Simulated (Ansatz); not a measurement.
Si₅H₃⁺, 8 atoms. Hardware: 4 threads of Arm Neoverse V2 on a shared host.

Correlated methods freeze 25 core orbitals.

Task: How many basis functions does each of these Ansatz runs have, and roughly what does it cost? r2SCAN-D4/def2-TZVP, charge 1 triplet at the geometry of the charge 1 singlet, energy, from earlier orbitals; MP2/def2-TZVP, charge 1 singlet, energy, from earlier orbitals; PBE0-D4/def2-TZVP, charge 1 triplet at the geometry of the charge 1 singlet, energy; B3LYP-D4/6-31G, charge 1 singlet, energy; CCSD(T)/def2-TZVPP, charge 1 singlet, energy, from earlier orbitals; B3LYP-D4/def2-TZVP, charge 0 doublet at the geometry of the charge 1 singlet, energy, from earlier orbitals; HF/6-31G, charge 1 singlet, energy; PBE-D4/def2-TZVP, charge 1 triplet at the geometry of the charge 1 singlet, energy, from earlier orbitals; r2SCAN-D4/def2-TZVP, charge 1 singlet, energy and forces, from earlier orbitals; PBE-D4/def2-TZVP, charge 1 singlet, energy, from earlier orbitals; B2PLYP/def2-TZVP, charge 1 singlet, energy, from earlier orbitals; PBE-D4/def2-TZVP, charge 0 doublet at the geometry of the charge 1 singlet, energy, from earlier orbitals.

Result: Other jobs shared the machine, so times can vary by a factor of up to 3. A dash marks memory too small to be measured apart from the calling script's.

```
                                                                                                         run  functions  fitting or Cholesky vectors  wall time  peak host memory (GiB)
                                                                          HF/6-31G, charge 1 singlet, energy         71                          796     0.35 s                       –
                                                                    B3LYP-D4/6-31G, charge 1 singlet, energy         71                          796     0.95 s                       –
                                           PBE-D4/def2-TZVP, charge 1 singlet, energy, from earlier orbitals        203                         1392      2.3 s                       –
                                              MP2/def2-TZVP, charge 1 singlet, energy, from earlier orbitals        203                         1261        3 s                       –
   PBE-D4/def2-TZVP, charge 0 doublet at the geometry of the charge 1 singlet, energy, from earlier orbitals        203                         1392      4.4 s                       –
                             r2SCAN-D4/def2-TZVP, charge 1 singlet, energy and forces, from earlier orbitals        203                         1392      5.5 s                       –
   PBE-D4/def2-TZVP, charge 1 triplet at the geometry of the charge 1 singlet, energy, from earlier orbitals        203                         1392        6 s                       –
                                           B2PLYP/def2-TZVP, charge 1 singlet, energy, from earlier orbitals        203                         1261        6 s                       –
 B3LYP-D4/def2-TZVP, charge 0 doublet at the geometry of the charge 1 singlet, energy, from earlier orbitals        203                         1437        8 s                    0.86
                         PBE0-D4/def2-TZVP, charge 1 triplet at the geometry of the charge 1 singlet, energy        203                         1472       20 s                     1.2
r2SCAN-D4/def2-TZVP, charge 1 triplet at the geometry of the charge 1 singlet, energy, from earlier orbitals        203                         1392       31 s                    0.68
                                         CCSD(T)/def2-TZVPP, charge 1 singlet, energy, from earlier orbitals        252                         1473       69 s                     4.2
```
